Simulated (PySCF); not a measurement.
Molecule: 2-Chloropyridine, C$_{5}$H$_{4}$ClN.

Atoms are numbered as in `[Cl:1][c:2]1[cH:3][cH:4][cH:5][cH:6][n:7]1`; H(Xn) means a hydrogen on atom n.

Geometry PBE0-D3(BJ)/def2-SVP throughout; GIAO in PySCF 2.14, gas phase, one conformer, non-relativistic; equivalent atoms averaged; basis pcSseg-1.

Task: How do the shifts δ (against HCl, TMS, NH3 at the same level) depend on the functional? (a selection of nuclei; ppm; last column core-seconds on shared hosts with different chips, so compare them loosely; the GGAs took longer than the global hybrids here, which isn't the general rule, and the cause wasn't traced)

Result: 
```csv
functional,kind,Cl1,C6,C4,C3,N7,H(C6),H(C4),H(C3),H(C5),core-s
HF,Hartree–Fock,229.9,158.7,149.3,129.1,357.6,8.67,7.94,7.33,7.15,5.9
PBE,GGA,342.7,152.4,139.9,128.6,346.3,8.38,7.44,7.14,6.91,16
BLYP,GGA,341.8,152.9,140.4,129.2,351.8,8.27,7.31,7.05,6.79,16
KT2,GGA,321.5,143.7,131.4,121.1,324.8,8.15,7.27,6.96,6.70,16
KT3,GGA,308.6,142.1,129.9,119.6,321.2,8.18,7.27,6.94,6.70,17
PBE0,global hybrid,310.1,155.1,143.3,130.3,350.8,8.50,7.64,7.27,7.08,13
B97-2,global hybrid,302.7,151.8,140.1,127.3,341.3,8.43,7.57,7.20,7.00,12
CAM-B3LYP,range-separated hybrid,306.3,158.7,147.5,133.5,360.6,8.45,7.62,7.26,7.06,16
LC-wPBE,range-separated hybrid,292.3,160.8,150.2,135.0,352.7,8.61,7.84,7.41,7.27,21
```

Task: Which nucleus among those listed moves most, in ppm?

Result: Cl1 (chlorine bonded to C): from 229.9 ppm with HF to 342.7 ppm with PBE. The smallest spread is 0.47 ppm, at H(C3). Proton shifts span only some 12 ppm, so a few tenths of a ppm matter as much there as several ppm in carbon.
